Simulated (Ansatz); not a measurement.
Total energies of CH$_{9}$BGeSi (`[BH2][GeH2][SiH2]C`).

Cartesian coordinates in Å:
```
B -1.286 -0.702 1.890
Ge -1.407 0.657 0.377
Si 0.813 0.855 -0.508
C 1.389 -0.763 -1.261
H -1.343 -1.874 1.662
H -1.063 -0.352 3.011
H -2.308 0.203 -0.790
H -1.866 2.058 0.822
H 1.735 1.274 0.584
H 0.813 1.934 -1.536
H 1.424 -1.553 -0.508
H 0.711 -1.082 -2.056
H 2.389 -0.655 -1.688
```

Total charge 0; spin multiplicity 1. Correlated methods include outer-core shells of Ge, which these sets cover unevenly. Scalar relativity is left out up to krypton. The geometry is a stationary point of PBE0-D4/def2-TZVP. It is one conformer, not always the lowest. Basis def2-TZVPP, the Gaussian-basis code of Ansatz.

RPA on PBE orbitals: Hartree–Fock energy of these orbitals -2432.03765 Eh, correlation -1.20036 Eh (frozen core).

```json
{"functional": "revPBE", "kind": "GGA", "energy without D4 (Eh)": "-2434.62581", "D4 term (kJ/mol)": "-70.2"}
{"functional": "B97M-V", "kind": "meta-GGA with VV10", "energy without D4 (Eh)": "-2434.42200", "D4 term (kJ/mol)": "–"}
{"functional": "PBE0", "kind": "global hybrid, 25 % exact exchange", "energy without D4 (Eh)": "-2434.39124", "D4 term (kJ/mol)": "-22.2"}
{"functional": "B3LYP", "kind": "global hybrid, 20 %", "energy without D4 (Eh)": "-2434.95306", "D4 term (kJ/mol)": "-41.7"}
{"functional": "r2SCAN0", "kind": "meta-GGA hybrid, 25 %", "energy without D4 (Eh)": "-2434.76164", "D4 term (kJ/mol)": "-7.8"}
{"functional": "HSE06 (plane-wave form)", "kind": "screened hybrid", "energy without D4 (Eh)": "-2434.37958", "D4 term (kJ/mol)": "-20.9"}
{"functional": "BHLYP", "kind": "global hybrid, 50 %", "energy without D4 (Eh)": "-2434.80858", "D4 term (kJ/mol)": "-34.5"}
{"functional": "CAM-B3LYP", "kind": "range-separated hybrid", "energy without D4 (Eh)": "-2434.94725", "D4 term (kJ/mol)": "-22.9"}
{"functional": "B2PLYP", "kind": "double hybrid", "energy without D4 (Eh)": "-2434.30330", "D4 term (kJ/mol)": "–"}
{"functional": "PBE-QIDH", "kind": "double hybrid", "energy without D4 (Eh)": "-2433.97012", "D4 term (kJ/mol)": "–"}
```

Problem. Give the same for LDA (SPW92), PBE, BLYP, r2SCAN, r2SCANh, LC-ωPBE, ωB97X-V, ωB97M-V. (Estimate.)

Solution. Ansatz gave: 
```
 functional                                       kind  energy without D4 (Eh)  D4 term (kJ/mol)
LDA (SPW92)                                        LDA             -2429.81216                 –
        PBE                                        GGA             -2434.28344             -25.9
       BLYP                                        GGA             -2434.86423             -55.1
     r2SCAN                                   meta-GGA             -2434.78593              -6.5
    r2SCANh                      meta-GGA hybrid, 10 %             -2434.77566              -7.0
    LC-ωPBE                long-range corrected hybrid             -2434.46285                 –
    ωB97X-V       range-separated hybrid GGA with VV10             -2434.61835                 –
    ωB97M-V  range-separated hybrid meta-GGA with VV10             -2434.66830                 –
```

B3LYP takes the VWN-RPA correlation (the form of Gaussian; ORCA's B3LYP/G). HSE06 is the plane-wave form, built on full-range PBE exchange. The double hybrids freeze the cores in their second-order part.

LC-ωPBE has ω = 0.4 bohr⁻¹.
